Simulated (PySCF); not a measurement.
# C²⁺ (carbon, charge +2) across methods

[He] 2s1 3d1, high-spin 3D determinant (an excited configuration). All numbers are calculated (PySCF 2.14, the spin-free X2C one-electron Hamiltonian (Gaussian nucleus), in aug-cc-pCVTZ-DK (7s6p4d2f, 59 functions)). The B2PLYP total includes its PT2 part (frozen core); its orbital energies are those of the SCF part.

```
 method  E (hartree)  mean ε 1s β (eV)  mean ε 2s α (eV)  mean ε 3d α (eV)  Σ⟨r²⟩ (bohr²)   ⟨S²⟩
    UHF    -35.25650           -356.22           -55.182           -14.076          14.26  2.000
    PBE     -35.3095           -321.11           -48.333           -12.442          13.37  2.000
r2SCANh     -35.3332           -328.41           -49.502           -12.494          13.71  2.000
 r2SCAN     -35.3347           -325.26           -48.844           -12.298          13.67  2.000
   PBE0     -35.3114           -330.09           -50.153           -12.939          13.57  2.000
  TPSSh     -35.3620           -327.10           -49.226           -12.572          13.53  2.000
wB97M-V     -35.3643           -333.05           -52.346           -14.301          13.36  2.000
 B2PLYP     -35.3241           -340.34           -51.980           -13.264          13.89  2.000
    LDA     -34.9749           -318.49           -48.110           -12.171          13.53  2.000
```

The outer electron is Rydberg-like, and this basis confines it to a smaller radius and binds it less than a complete one would.
